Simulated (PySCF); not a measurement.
Different ions with I ligands: tetrahedral complexes compared

All values are computed with PySCF: state-averaged CASSCF of the d shell with SC-NEVPT2, spin-free X2C, triple-zeta basis on the metal and double-zeta on the ligands, mean-field spin-orbit coupling; model geometries with bond lengths from ionic radii.

```tsv
complex	point group	M–L / Å	L–M–L / °	solvent
[FeI4]-	Td	2.58	109	water
[VI4]2-	Td	2.73	109	water
NbI4	Td	2.62	109	none
[NiI4]2-	Td	2.63	109	water
```

For NbI4 the d shell alone is too small an active space: its values show what this model gives and aren't sound predictions.

Task: Rank by 10Dq at CASSCF level, lowest first.
A. NbI4
B. [NiI4]2-
C. [FeI4]-
D. [VI4]2-

Result: B (1741 cm⁻¹), D (2391 cm⁻¹), C (4330 cm⁻¹), A (7945 cm⁻¹).

Task: Rank by the spin-orbit constant ζ, lowest first.
A. [VI4]2-
B. [FeI4]-
C. NbI4
D. [NiI4]2-

Result: A (113 cm⁻¹), C (163 cm⁻¹), B (250 cm⁻¹), D (608 cm⁻¹).

Task: What are the ground states and moments?

Result: 
| complex | shell | ground state (NEVPT2) | total orbital splitting (CASSCF fit) / cm⁻¹ | μeff(300 K) / μB |
| --- | --- | --- | --- | --- |
| [FeI4]- | d5 | 6A1 | 4330 | 5.92 |
| [VI4]2- | d3 | 4T1 | 2391 | 4.05 |
| NbI4 | d1 | 2E | 7945 | 1.68 |
| [NiI4]2- | d8 | 3T1 | 1741 | 4.58 |

The tetrahedral shape is imposed. Real complexes may take another, with another ground state; d8 and d9 ions are often square planar.
